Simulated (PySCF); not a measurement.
SeBr₂, SMILES Br[Se]Br. Atoms are numbered in the order given.

```xyz
3

Se     0.0000     0.0000     0.9737
Br     0.0000     1.8088    -0.4729
Br     0.0000    -1.8088    -0.4729
```

The structure is a stationary point at PBE0-D3(BJ)/def2-SVP.

Computed with ωB97X/def2-TZVPD (PySCF).

Isolated molecule, no solvent.

Problem. Estimate the frontier levels, gap, dipole moment and polarisability. (Estimate from the structure and the level; the computed values follow.)

Solution. 
The highest occupied level is -9.20 eV. The lowest empty level comes out as -1.05 eV and the orbital gap is 8.15 eV. The dipole moment is 0.68 D. The quadrupole, principal values (traceless, Buckingham form, about the centre of nuclear charge) is -4.37, 1.46, 2.91 D·Å and the mean static polarisability is 74.8 bohr³ (11.09 Å³). The polarisability, principal values comes out as 54.5, 68.7, 101.3 bohr³.
